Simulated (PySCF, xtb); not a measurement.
CH₃F₃Si, SMILES F[SiH2]C(F)F. Other conformers were not sampled.

Harmonic wavenumbers (cm⁻¹) from xtb with GFN2-xTB at its own minimum, in rising order: 40, 131, 197, 356, 491, 519, 573, 615, 717, 738, 862, 1005, 1080, 1245, 1283, 2389, 2391, 2889.

Q: What does PBE0-D3(BJ)/def2-SVP (PySCF 2.14.0) give at its own minimum? (The exact figures need the calculation; the answer reports its results.)

A: 65, 136, 207, 402, 564, 620, 639, 735, 872, 934, 974, 1130, 1162, 1350, 1372, 2273, 2285, 3033. Paired by order, the mean absolute difference is 93 cm⁻¹ and the zero-point energies are 25.0 and 26.8 kcal/mol.
